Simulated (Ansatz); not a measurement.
A nudged elastic band was laid between two geometries of C2H8AlN + H4Si (17 atoms, charge 0, multiplicity 1).

Level of theory: RKS B3LYP/def2-SVP in Ansatz 0.2.0.

* movable images: 9
* climbing image: yes
* spring: 5.0 eV/Å²
* optimiser: quadratic models (default)
* start path: through a guess of the saddle point
* force threshold: 0.03 eV/Å
* iteration limit: 60
* end points: relaxed

First end point:

```xyz
17
Properties=species:S:1:pos:R:3
Al -0.098 -1.122 -0.398
C 1.461 -2.058 0.344
C -0.429 -0.953 -2.327
N -1.267 -0.380 0.736
H 0.906 2.222 0.296
Si -0.053 2.870 1.233
H 1.484 -2.057 1.447
H 1.488 -3.113 0.014
H 2.405 -1.602 -0.007
H 0.413 -0.447 -2.834
H -0.523 -1.945 -2.804
H -1.344 -0.385 -2.563
H -2.126 0.091 0.467
H -1.221 -0.440 1.750
H 0.405 4.268 1.493
H -1.412 2.919 0.627
H -0.088 2.132 2.526
```

Last end point:

```xyz
17
Properties=species:S:1:pos:R:3
Al -1.104 0.496 -0.550
C 2.585 -1.977 1.318
C -1.240 0.195 -2.485
N -1.098 -0.906 0.554
H 3.247 -1.100 1.360
Si -0.906 2.715 0.502
H 2.587 -2.481 2.295
H 1.563 -1.655 1.069
H 2.950 -2.673 0.549
H -0.360 0.600 -3.014
H -1.324 -0.873 -2.745
H -2.120 0.712 -2.907
H -1.170 -1.881 0.273
H -1.045 -0.853 1.568
H 0.445 3.323 0.269
H -1.906 3.690 -0.043
H -1.106 2.669 1.987
```

**Question.** Which bonds break or form, and what moves?

**Answer.** Bonds broken: Al1–C2, H5–Si6. Bonds formed: Al1–Si6, C2–H5. C2H8AlN + H4Si becomes CH4 + CH8AlNSi.

**Question.** What energy profile does the band end with?

**Answer.** It converged. The highest image is number 4 of 0 to 10, 1.83 eV above the first end and 1.96 eV above the last; the last end lies 0.13 eV below the first. Neighbouring images differ by up to 1.7 eV, so the band resolves the path poorly. A vibrational analysis at the climbing image gives one clearly imaginary mode, 1295i cm⁻¹: a first-order saddle point. The orbitals stay closed-shell, which can raise the energy where a bond breaks towards radicals; this wasn't checked here.

| image | path coordinate (Å) | energy (eV) | Al1–C2 (Å) | H5–Si6 (Å) | Al1–Si6 (Å) |
| --- | --- | --- | --- | --- | --- |
| 0 | 0.00 | 0.00 | 1.96 | 1.49 | 4.31 |
| 1 | 1.32 | 0.01 | 1.96 | 1.49 | 3.88 |
| 2 | 2.65 | 0.04 | 1.97 | 1.49 | 3.70 |
| 3 | 3.97 | 0.15 | 1.97 | 1.49 | 3.42 |
| 4 | 5.30 | 1.83 | 2.14 | 1.92 | 2.69 |
| 5 | 6.54 | 0.33 | 2.81 | 2.66 | 2.47 |
| 6 | 7.79 | -0.04 | 3.38 | 3.11 | 2.46 |
| 7 | 9.03 | -0.09 | 3.71 | 3.65 | 2.46 |
| 8 | 10.28 | -0.11 | 4.07 | 4.33 | 2.46 |
| 9 | 11.52 | -0.12 | 4.45 | 5.00 | 2.46 |
| 10 | 12.77 | -0.13 | 4.82 | 5.70 | 2.46 |

**Question.** What is the geometry of the highest image?

**Answer.** 
```xyz
17
Properties=species:S:1:pos:R:3:forces:R:3
Al -0.429 -0.386 -0.164 0.00 0.00 0.00
C 1.411 -1.108 0.668 0.00 0.01 0.00
C -0.350 -0.289 -2.114 0.00 0.00 0.00
N -1.764 -1.111 0.786 -0.02 0.00 -0.01
H 0.854 0.286 0.689 0.00 0.00 0.00
Si 0.185 2.090 0.692 0.00 0.00 0.00
H 1.669 -1.068 1.737 0.00 0.00 0.00
H 1.042 -2.134 0.469 0.00 0.00 0.00
H 2.314 -0.945 0.061 0.00 -0.01 0.00
H 0.522 0.282 -2.474 0.00 0.00 0.00
H -0.286 -1.304 -2.543 0.00 0.00 0.00
H -1.251 0.186 -2.537 0.00 0.00 0.00
H -2.743 -0.899 0.617 0.01 0.00 0.00
H -1.669 -1.519 1.712 0.01 0.00 0.00
H 1.328 2.818 0.054 0.00 0.00 0.00
H -1.071 2.739 0.184 0.00 0.00 0.00
H 0.239 2.363 2.164 0.00 0.00 0.00
```

The band took 18 iterations and about 40 core-minutes.

The run took 10 min on 4 threads of Arm Neoverse N1, with other jobs on the host, peak memory 0.42 GiB.
